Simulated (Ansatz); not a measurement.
Consider the redistribution: `CS[SiH2]I` + `C[SiH]` → `[SiH3]I` + `C[Si]SC`.

Gas-phase electronic energies from Ansatz, PBE0-D4/def2-TZVP geometries. CCSD(T)/CBS is the MP2 limit (def2-TZVPP, def2-QZVPP) plus CCSD(T) − MP2 in def2-TZVPP, frozen cores. This one scheme is used for every species. Functionals use def2-TZVPP. def2 core potentials past Kr. For I outer-core shells are correlated without core-valence functions, which leaves a few kJ/mol of doubt a bond. Each species was taken in one conformer, which may not be the lowest.

```tsv
level	ΔE (kcal/mol)
r2SCAN-D4	-18.1
PBE0-D4	-17.0
HF/def2-QZVPP	-15.0
MP2/CBS(def2)	-16.6
```

What does CCSD(T)/CBS give? (Best estimate.)

Computed: -16.0 kcal/mol. The listed levels differ from it by -2.1, -1.0, 1.0, -0.6 kcal/mol.

Largest T1 diagnostic among the species: 0.014.

From PBE to PBE0 (25 % exact exchange), in def2-TZVPP and without D4, ΔE moves by +1.0 kcal/mol. The D4 term adds +1.0 kcal/mol with B3LYP and +0.6 kcal/mol with PBE0; it sums over pairs of atoms, weighted by their polarisabilities, and B3LYP, whose exchange is more repulsive, gets the larger term.

B3LYP here is the variant with VWN-RPA as its local correlation; programs differ in this.
